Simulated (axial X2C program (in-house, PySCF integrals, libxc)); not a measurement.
**Spin–orbit effects down a group: molecules with S (ions), CCSD**

Computed with an in-house relativistic program for diatomic molecules, spin-free (one-electron X2C) or two-component (2c: spin–orbit coupling with atomic mean-field Coulomb and Gaunt terms, which also bring small scalar terms), in Dyall basis sets with cores contracted in-house; open shells are unrestricted.

Basis sets: Al dyall-av3z, B dyall-av3z, Ga dyall-acv3z, In dyall-acv3z, S dyall-av3z. Frozen shells (counts by l): BS⁻ S 2s1p, B 1s, 10 electrons correlated; AlS⁻ S 2s1p, Al 2s1p, 10 electrons correlated; GaS⁻ Ga 3s2p1d, S 2s1p, 10 electrons correlated; InS⁻ In 4s3p2d, S 2s1p, 10 electrons correlated. Coupled cluster in natural virtuals with an MP2 remainder. Where the outer core of a metal is frozen, bonds come out longer and ionisation energies lower.

```json
{"molecule": "BS⁻", "spin-free state": "M_S = 0, Λ = 0", "Re (Å)": "1.692", "ωe (cm⁻¹)": "1003.7", "De (eV)": "5.71", "2c state": "Ω = 0", "Re 2c (Å)": "1.692", "ωe 2c (cm⁻¹)": "1003.4", "De 2c (eV)": "5.69"}
{"molecule": "AlS⁻", "spin-free state": "?", "Re (Å)": "?", "ωe (cm⁻¹)": "?", "De (eV)": "?", "2c state": "?", "Re 2c (Å)": "?", "ωe 2c (cm⁻¹)": "?", "De 2c (eV)": "?"}
{"molecule": "GaS⁻", "spin-free state": "M_S = 0, Λ = 0", "Re (Å)": "2.144", "ωe (cm⁻¹)": "451.4", "De (eV)": "4.07", "2c state": "Ω = 0", "Re 2c (Å)": "2.145", "ωe 2c (cm⁻¹)": "451.1", "De 2c (eV)": "4.00"}
{"molecule": "InS⁻", "spin-free state": "M_S = 0, Λ = 0", "Re (Å)": "2.343", "ωe (cm⁻¹)": "389.4", "De (eV)": "3.58", "2c state": "Ω = 0", "Re 2c (Å)": "2.343", "ωe 2c (cm⁻¹)": "389.0", "De 2c (eV)": "3.41"}
```

Q: Estimate the 2c Re and ωe of AlS⁻ as the mean of its neighbours in the table.

A: Re ≈ 1.918 Å, ωe ≈ 727.2 cm⁻¹. The CCSD runs give the row below, so the estimate misses by -0.188 Å and 149.4 cm⁻¹.

```tsv
molecule	spin-free state	Re (Å)	ωe (cm⁻¹)	De (eV)	2c state	Re 2c (Å)	ωe 2c (cm⁻¹)	De 2c (eV)
AlS⁻	M_S = 0, Λ = 0	2.105	577.9	4.54	Ω = 0	2.106	577.9	4.51
```

Fragments in 2c: S- + B, S- + Al, Ga + S-, In + S-. Each entry is the lowest single determinant of a limited PBE0 search at one distance. De goes to single-determinant-based atoms at the same level (for ions the charge split of lowest energy) and is withheld (n/a) where an atom does not fit its ground term or J level. Main or longest-lived isotopes.
